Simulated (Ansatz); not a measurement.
`[CH3][Al-]1([F])[O]C(C(F)(F)F)=CC(C(F)(F)F)=[O+]1` and `FC(F)(F)C1=CC(C(F)(F)F)=[O+][Al-]([F])([F])[O]1` differ in one atom or group.

Ansatz, PBE0-D4/def2-TZVP geometries, multiplicity 1. 

```csv
property,`[CH3][Al-]1([F])[O]C(C(F)(F)F)=CC(C(F)(F)F)=[O+]1`
HOMO energy (PBE/def2-TZVPP) / eV,-7.24
HOMO–LUMO gap (PBE/def2-TZVPP) / eV,2.85
size of the dipole moment (ωB97M-V/def2-TZVPP) / D,2.73
HOMO energy (PBE0/def2-TZVPP) / eV,-8.56
HOMO–LUMO gap (PBE0/def2-TZVPP) / eV,4.93
HOMO–LUMO gap (B3LYP/def2-TZVPP) / eV,4.49
```

Question: Give the same properties after the change, and the shifts. (Best estimate.)

Answer: The calculation gave: 
```json
{"property": "HOMO energy (PBE/def2-TZVPP) / eV", "`FC(F)(F)C1=CC(C(F)(F)F)=[O+][Al-]([F])([F])[O]1`": "-7.88", "shift": "-0.64"}
{"property": "HOMO–LUMO gap (PBE/def2-TZVPP) / eV", "`FC(F)(F)C1=CC(C(F)(F)F)=[O+][Al-]([F])([F])[O]1`": "3.28", "shift": "0.43"}
{"property": "size of the dipole moment (ωB97M-V/def2-TZVPP) / D", "`FC(F)(F)C1=CC(C(F)(F)F)=[O+][Al-]([F])([F])[O]1`": "3.70", "shift": "0.97"}
{"property": "HOMO energy (PBE0/def2-TZVPP) / eV", "`FC(F)(F)C1=CC(C(F)(F)F)=[O+][Al-]([F])([F])[O]1`": "-9.11", "shift": "-0.55"}
{"property": "HOMO–LUMO gap (PBE0/def2-TZVPP) / eV", "`FC(F)(F)C1=CC(C(F)(F)F)=[O+][Al-]([F])([F])[O]1`": "5.26", "shift": "0.33"}
{"property": "HOMO–LUMO gap (B3LYP/def2-TZVPP) / eV", "`FC(F)(F)C1=CC(C(F)(F)F)=[O+][Al-]([F])([F])[O]1`": "4.85", "shift": "0.36"}
```

With PBE0 the HOMO falls by 0.55 eV and the LUMO falls by 0.22 eV, so the gap widens by about 0.33 eV. PBE moves the HOMO by -0.64 eV and ωB97M-V by -0.46 eV. Dipoles are sizes alone; their direction can turn.

B3LYP here is the variant with VWN-RPA as its local correlation; programs differ in this.
